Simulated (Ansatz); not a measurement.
C₂H₇GeN (`N=C[CH2][GeH3]`). Charge 0, multiplicity 1.

```xyz
11

N     0.0379   -2.2116    0.6463
C    -0.5780   -1.1093    0.5667
C    -0.5283   -0.1073   -0.5306
Ge    0.6128    1.4263   -0.0277
H     0.5985   -2.3747   -0.1935
H    -1.2079   -0.8372    1.4209
H    -1.5241    0.2951   -0.7355
H    -0.1278   -0.5414   -1.4499
H     0.1179    2.0211    1.3001
H     2.0617    0.9428    0.1324
H     0.5372    2.4963   -1.1291
```

Problem. What are the harmonic wavenumbers in cm⁻¹ at PBE0-D4/def2-TZVP (Ansatz, finite differences of forces, unscaled)? (Estimate.)

Solution. Computed: 83, 114, 213, 451, 494, 538, 592, 812, 829, 859, 883, 890, 1014, 1113, 1141, 1155, 1284, 1421, 1446, 1733, 2154, 2162, 2167, 3065, 3071, 3129, 3435.

Problem. Is this a minimum?

Solution. Yes, all 27 modes are real.

Problem. Give the ideal-gas thermochemistry at 298.15 K and 1 bar (rigid rotor, harmonic oscillator; point group C1, symmetry number 1).

Solution. Zero-point energy 216.8 kJ/mol; H(298) − E = 235.4 kJ/mol; entropy 330.8 J/(mol·K), of which translation 168.3, rotation 109.3, vibration 53.2; G(298) − E = 136.8 kJ/mol. Modes under 100 cm⁻¹ are hindered rotations or soft bends, so the harmonic entropy is rough.

Problem. And at 400, 500, 600, 800 and 1000 K?

Solution. 
| T (K) | H − E (kJ/mol) | S (J/mol/K) | G − E (kJ/mol) |
| --- | --- | --- | --- |
| 400 | 246.4 | 362.2 | 101.5 |
| 500 | 259.2 | 390.8 | 63.9 |
| 600 | 273.8 | 417.3 | 23.4 |
| 800 | 307.2 | 465.1 | -64.9 |
| 1000 | 344.7 | 506.9 | -162.2 |
